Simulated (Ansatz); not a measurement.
Molecule: sum formula NbOF2, net charge 0, doublet state. The spin state was set by rule; other spins were not relaxed. SMILES: [O]=[Nb]([F])[F]
Geometry: optimised at B3LYP-D3(BJ)/def2-TZVP (Ansatz, a program for electronic structure).

Parts of the frozen-core correlation energy in STO-3G (Ansatz, hartree). Frozen orbitals: 21; correlated occupied orbitals by spin: 13 and 12; virtual: 8 and 9. Open shells are spin-unrestricted. Spin-orbit coupling is left out. In def2 rows, elements after Kr have scalar-relativistic effective core potentials. STO-3G rows are all-electron and non-relativistic.

```json
[
 {"term": "reference (HF)", "value": "-3986.10183"},
 {"term": "MP2 opposite-spin", "value": "?"},
 {"term": "MP2 same-spin", "value": "-0.06799"},
 {"term": "CCSD correlation", "value": "?"},
 {"term": "(T)", "value": "?"},
 {"term": "T1 diagnostic", "value": "0.054"},
 {"term": "largest doubles amplitude", "value": "0.092"},
 {"term": "<S^2> of the reference", "value": "1.065"}
]
```

Some entries are withheld; supply them.


- MP2 opposite-spin, value: -0.14557
- CCSD correlation, value: -0.22831
- (T), value: -0.03134
